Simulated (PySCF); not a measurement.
Mapped SMILES: `[CH3:1][CH:2]([CH3:3])[O:4][C@H:5]1[BH:6][CH2:7][CH2:8][CH2:9][CH2:10]1`; H(Xn) means a hydrogen on atom n. Ha(C7), Ha(C8), Ha(C9), Ha(C10) are cis to O4 on the ring; Hb(C7), Hb(C8), Hb(C9), Hb(C10) are trans to O4 on the ring.

Geometry: PBE0-D3(BJ)/def2-SVP; GIAO shifts from PySCF 2.14, gas phase, non-relativistic, averaged over equivalent atoms.

At B97-2/pcSseg-1 (255 basis functions, 66 s wall time on 1 thread of an Arm Neoverse V1, shared host):
```json
{"atoms": "C5", "δ (ppm)": "76.1"}
{"atoms": "C2", "δ (ppm)": "67.9"}
{"atoms": "C10", "δ (ppm)": "33.9"}
{"atoms": "C9", "δ (ppm)": "28.2"}
{"atoms": "C7", "δ (ppm)": "27.5"}
{"atoms": "C8", "δ (ppm)": "26.5"}
{"atoms": "C1", "δ (ppm)": "25.1"}
{"atoms": "C3", "δ (ppm)": "18.9"}
{"atoms": "O4", "δ (ppm)": "64.2"}
{"atoms": "B6", "δ (ppm)": "83.5"}
{"atoms": "H(B6)", "δ (ppm)": "7.70"}
{"atoms": "H(C2)", "δ (ppm)": "3.54"}
{"atoms": "H(C5)", "δ (ppm)": "2.93"}
{"atoms": "Ha(C7)", "δ (ppm)": "2.06"}
{"atoms": "Hb(C10)", "δ (ppm)": "1.93"}
{"atoms": "Hb(C8)", "δ (ppm)": "1.75"}
{"atoms": "Ha(C9)", "δ (ppm)": "1.75"}
{"atoms": "Ha(C10)", "δ (ppm)": "1.50"}
{"atoms": "Hb(C9)", "δ (ppm)": "1.38"}
{"atoms": "Ha(C8)", "δ (ppm)": "1.22"}
{"atoms": "H(C1)", "δ (ppm)": "1.19"}
{"atoms": "H(C3)", "δ (ppm)": "1.02"}
{"atoms": "Hb(C7)", "δ (ppm)": "0.57"}
```

Shifts are taken against calculated references (same method and geometry level): TMS for $^{13}$C (σref 183.69) and $^{1}$H (σref 31.38); H2O for $^{17}$O (σref 331.62); $^{11}$B (σref 101.82) against BF3·OEt2.

Predict the values at PBE0/pcSseg-1 on the same geometry.

Answers


| atoms | δ at PBE0/pcSseg-1 | change |
| --- | --- | --- |
| C5 | 77.8 | +1.7 |
| C2 | 68.2 | +0.3 |
| C10 | 33.8 | -0.1 |
| C9 | 28.0 | -0.2 |
| C7 | 28.6 | +1.1 |
| C8 | 26.2 | -0.3 |
| C1 | 25.2 | +0.1 |
| C3 | 18.8 | -0.1 |
| O4 | 66.7 | +2.5 |
| B6 | 88.1 | +4.6 |
| H(B6) | 7.95 | +0.25 |
| H(C2) | 3.55 | +0.01 |
| H(C5) | 2.92 | -0.01 |
| Ha(C7) | 2.13 | +0.07 |
| Hb(C10) | 1.93 | +0.00 |
| Hb(C8) | 1.76 | +0.01 |
| Ha(C9) | 1.75 | +0.00 |
| Ha(C10) | 1.50 | +0.00 |
| Hb(C9) | 1.39 | +0.01 |
| Ha(C8) | 1.22 | +0.00 |
| H(C1) | 1.19 | +0.00 |
| H(C3) | 1.01 | -0.01 |
| Hb(C7) | 0.58 | +0.01 |

δ = σ(ref) − σ, references computed at the same level: $^{13}$C (σ = 184.41 ppm), $^{1}$H (σ = 31.27 ppm) against TMS; $^{17}$O (σ = 334.56 ppm) vs H2O; $^{11}$B (σ = 100.73 ppm) against BF3·OEt2.

The largest change is at B6 (boron bonded to 2 C, H, in a 6-membered ring). Cost: 255 basis functions, 70 s wall time on 1 thread of an Arm Neoverse V1, shared host. The order of the carbon signals changes between the two levels.

A carbon bonded to boron is broadened by the quadrupolar boron nucleus and is often missing from a measured spectrum. Experimental scales use liquid or dissolved standards, which lie at an offset from isolated H2O (liquid H2O: subtract about 36 ppm).
